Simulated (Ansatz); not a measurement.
`CN[Si](F)(F)F` + `C=C` → `C=C[Si](F)(F)F` + CH₃NH₂ at 400 K and 1 bar (formal exchange of groups at the Si–N bond).

Isolated molecules relaxed with PBE0-D4/def2-TZVP in Ansatz; ΔE leaves out vibrations. CCSD(T)/CBS is the MP2 limit (def2-TZVPP, def2-QZVPP) plus CCSD(T) − MP2 in def2-TZVPP, frozen cores. This one scheme is used for every species. Each species was taken in one conformer, which may not be the lowest.

```csv
species,CCSD(T)/CBS energy (Eh),H − E (kJ/mol),S (J/(mol·K))
`CN[Si](F)(F)F`,-683.86577,203.6,397.0
`C=C`,-78.48111,149.4,232.7
`C=C[Si](F)(F)F`,-666.56968,169.3,377.4
CH₃NH₂,-95.75281,185.4,256.0
```

H − E and S are ideal-gas, rigid-rotor, harmonic terms from PBE0-D4/def2-TZVP, for one conformer and one mirror image of each species. 1 Eh = 2625.50 kJ/mol, R = 8.31446 J/(mol·K).

Task: By hand: ΔE, ΔH, ΔS and ΔG.

Result: ΔE = (-666.56968) + (-95.75281) − (-683.86577) − (-78.48111) = 0.02439 Eh = 64.0 kJ/mol. Δ(H − E) = 169.3 + 185.4 − 203.6 − 149.4 = 1.7, so ΔH = 65.7 kJ/mol. ΔS = 377.4 + 256.0 − 397.0 − 232.7 = 3.7 J/(mol·K). ΔG = 65.7 − 400 × (3.7)/1000 = 64.2 kJ/mol.

Task: By hand: the equilibrium constant, and the temperature at which ΔG would vanish if ΔH and ΔS stayed fixed.

Result: log₁₀ K = −ΔG/(RT ln 10) = -8.4. ΔG = 0 at ΔH/ΔS = 17757 K, far beyond where these terms or the molecules hold.

The number of gas molecules stays the same, so ΔS is small and ΔH decides. A doubt of 5 kJ/mol in ΔE shifts log₁₀ K by 0.7 here. Other conformers and mirror images would add mixing entropy, several J/(mol·K) or more a flexible species. Modes under 60 cm⁻¹, often nearly free rotors, make the harmonic entropy too high. These are equilibria of isolated gas molecules and say nothing of rates. Largest T1 diagnostic: 0.012 (customary marks: 0.02 for closed shells, 0.045 for open ones).
